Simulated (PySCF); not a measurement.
# Correlation energy of F(2+) (fluorine, charge +2)

[He] 2s2 2p3, high-spin 4S determinant. Calculation: PySCF 2.14, in aug-cc-pVQZ; the non-relativistic Hamiltonian (point nucleus). Frozen: 1s2; 5 electrons correlated.

```csv
level,correlation energy (mhartree)
CCSD,-122.84
(T),-1.44
CCSD(T),-124.28
```

Diagnostics: T1 = 0.0029, D1 = 0.0076, largest double amplitude 0.026.

Cost of the coupled-cluster step: roughly 13 core-seconds, for 5 correlated electrons.
